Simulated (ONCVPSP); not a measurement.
Reading a pseudo-wave (Sm)

Columns: radius, all-electron u(r) and pseudo u(r) of the 5d shell (level -2.74 eV) of samarium in the configuration [Kr] 4d10 4f5 5s2 5p6 5d1 6s2; PBE, scalar-relativistic, ONCV scheme, ONCVPSP 4.0.1.

| r (bohr) | all-electron | pseudo |
| --- | --- | --- |
| 0.130 | 0.1697 | 0.0008 |
| 0.260 | 0.0202 | 0.0063 |
| 0.390 | -0.2037 | 0.0208 |
| 0.520 | -0.2667 | 0.0476 |
| 0.650 | -0.1933 | 0.0887 |
| 0.780 | -0.0563 | 0.1436 |
| 0.910 | 0.0944 | 0.2097 |
| 1.040 | 0.2333 | 0.2830 |
| 1.170 | 0.3505 | 0.3584 |
| 1.300 | 0.4435 | 0.4317 |
| 1.430 | 0.5134 | 0.4987 |
| 1.560 | 0.5629 | 0.5564 |
| 1.690 | 0.5956 | 0.6016 |
| 1.820 | 0.6145 | 0.6319 |
| 1.950 | 0.6226 | 0.6459 |
| 2.080 | 0.6225 | 0.6445 |
| 2.210 | 0.6161 | 0.6312 |
| 2.340 | 0.6051 | 0.6120 |
| 2.470 | 0.5909 | 0.5923 |
| 2.600 | 0.5745 | 0.5745 |
| 2.730 | 0.5566 | 0.5566 |
| 2.860 | 0.5378 | 0.5378 |
| 2.990 | 0.5185 | 0.5185 |
| 3.120 | 0.4991 | 0.4991 |
| 3.250 | 0.4796 | 0.4796 |
| 3.380 | 0.4604 | 0.4604 |

(1) How many radial nodes do the two functions have?

(2) At about which radius was the pseudo-wave matched?

(3) Is the pseudo-wave norm-conserving?

Results:

(1) The all-electron 5d function has n − l − 1 = 2; the pseudo-wave has 0, since the states of the same l below it are removed with the core.

(2) 2.60 bohr, where the columns begin to agree (steps of 0.13 bohr).

(3) Yes: the ONCV scheme keeps the norm inside the radius equal to the all-electron one, which fixes the energy derivative of the logarithmic derivative at the level.
